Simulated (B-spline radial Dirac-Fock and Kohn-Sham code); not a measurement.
**Bi³⁺: N5-O23O23 lines in intermediate coupling**

System: the Bi³⁺ ion, [Xe] 4f14 5d10 6s2, inside a Watson sphere of charge -3 and radius 1.8 Å (a model of the Madelung potential; inside it an electron's potential energy is raised by 24.0 eV).

Level of theory: relaxed Dirac-Fock hole states (ΔSCF) with Breit and QED corrections and a finite nucleus; a radial B-spline solver. The two-hole levels come from diagonalising the Coulomb interaction among the jj configurations; intensities are independent-particle Coulomb rates. Kinetic energies are from the vacuum level. The model has no electron correlation.

```tsv
kinetic energy (eV)	J	leading jj holes (weight)	leading LS term (weight)
168.6	0	O2O2 (0.99)	³P0 (0.59)
194.6	2	O2O3 (1.00)	¹D2 (0.72)
196.9	1	O2O3 (1.00)	³P1 (1.00)
216.8	0	O3O3 (0.99)	¹S0 (0.59)
221.0	2	O3O3 (1.00)	³P2 (0.72)
```

The intensity is shared as follows: 194.6 eV 74.6 %, 221.0 eV 19.9 %, 168.6 eV 4.8 %, 196.9 eV 0.7 %, 216.8 eV 0.0 %.

The strongest line, by its leading LS label ¹D2, lies at 194.6 eV. The mean weight of the leading component is 1.00 in jj and 0.72 in LS coupling, so jj labels describe these levels better.

Values without a named source are computed, but for edge energies of neutral atoms, which are taken from tables.
